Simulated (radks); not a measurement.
Species: Re2+. Configuration: [Xe] 4f14 5d5. Calculated with a radial shooting solver on a logarithmic mesh with Libxc functionals: Dirac Kohn-Sham, PBE, spin-unpolarised, spherical densities, finite nucleus; open shells fill j = l - 1/2 first; Fermi nuclear charge, rms radius 5.3698 fm.

Spin-orbit splittings of the eigenvalues, e(l+1/2) - e(l-1/2), with zeta = 2 splitting/(2l+1) and mean radii in bohr:

| shell | occ. | splitting (eV) | zeta (eV) | <r> j=l-1/2 | <r> j=l+1/2 |
|---|---|---|---|---|---|
| 2p | 6 | 1440 | 959.7 | 0.06246 | 0.07054 |
| 3p | 6 | 312.6 | 208.4 | 0.1870 | 0.2019 |
| 3d | 10 | 67.86 | 27.15 | 0.1765 | 0.1811 |
| 4p | 6 | 72.93 | 48.62 | 0.4450 | 0.4784 |
| 4d | 10 | 13.48 | 5.391 | 0.4934 | 0.5048 |
| 4f | 14 | ? | ? | 0.5763 | 0.5851 |
| 5p | 6 | 10.94 | 7.293 | 1.138 | 1.239 |
| 5d | 5 | 0.9725 | 0.3890 | 1.757 | 1.815 |

Estimate the 4f splitting.

Answer. 2.511 eV (zeta = 0.7175 eV).
